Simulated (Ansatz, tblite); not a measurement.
Cost and result up the ladder for B(NH2)3 (BN3H6) (10 atoms). Charge 0, multiplicity 1. Geometry: PBE-D4/def2-SVP.

```xyz
10

B     0.002    0.014   -0.006
N     1.272   -0.599   -0.292
H     1.394   -1.242   -1.071
H     1.987   -0.717    0.422
N    -0.165    0.809    1.184
H    -1.092    1.068    1.517
H     0.522    0.798    1.935
N    -1.102   -0.145   -0.922
H    -0.942   -0.503   -1.862
H    -1.877    0.516   -0.905
```

Ansatz on 2 threads of Arm Neoverse V2 on a shared host; xTB runs through tblite on one thread. Times are rough, summed over both states, and most runs start from the orbitals of an earlier one. B2PLYP/def2-TZVP serves as the yardstick here, not as an exact answer. The other state is a doublet.

The xTB rows come from tblite. B3LYP takes the VWN-RPA correlation. Correlated methods freeze 4 core orbitals.

Run but left out: PBE-D4/def2-TZVP, r2SCAN-D4/def2-TZVP (charge +1 doublet: an occupied level 0.28 to 0.45 eV above an empty one).

Correlated methods converge slowly with the basis.

Raw xTB energies of ions are shifted by several eV.

```
                         level  functions  wall time
                      GFN2-xTB         22    0.005 s
                      GFN1-xTB         28    0.008 s
            B3LYP-D4/def2-TZVP        160       10 s
             PBE0-D4/def2-TZVP        160       11 s
        CAM-B3LYP-D4/def2-TZVP        160       12 s
          r2SCANh-D4/def2-TZVP        160       13 s
B2PLYP/def2-TZVP (with forces)        160       17 s
          r2SCAN0-D4/def2-TZVP        160       19 s
```

Estimate what each level gives for the vertical IE (eV).


```json
{"level": "GFN2-xTB", "vertical IE (eV)": "13.09", "difference from B2PLYP/def2-TZVP (eV)": "4.08"}
{"level": "GFN1-xTB", "vertical IE (eV)": "13.84", "difference from B2PLYP/def2-TZVP (eV)": "4.83"}
{"level": "B3LYP-D4/def2-TZVP", "vertical IE (eV)": "8.92", "difference from B2PLYP/def2-TZVP (eV)": "-0.09"}
{"level": "PBE0-D4/def2-TZVP", "vertical IE (eV)": "8.90", "difference from B2PLYP/def2-TZVP (eV)": "-0.11"}
{"level": "CAM-B3LYP-D4/def2-TZVP", "vertical IE (eV)": "9.14", "difference from B2PLYP/def2-TZVP (eV)": "0.13"}
{"level": "r2SCANh-D4/def2-TZVP", "vertical IE (eV)": "8.78", "difference from B2PLYP/def2-TZVP (eV)": "-0.23"}
{"level": "B2PLYP/def2-TZVP (with forces)", "vertical IE (eV)": "9.01", "difference from B2PLYP/def2-TZVP (eV)": "0.00"}
{"level": "r2SCAN0-D4/def2-TZVP", "vertical IE (eV)": "8.93", "difference from B2PLYP/def2-TZVP (eV)": "-0.08"}
```
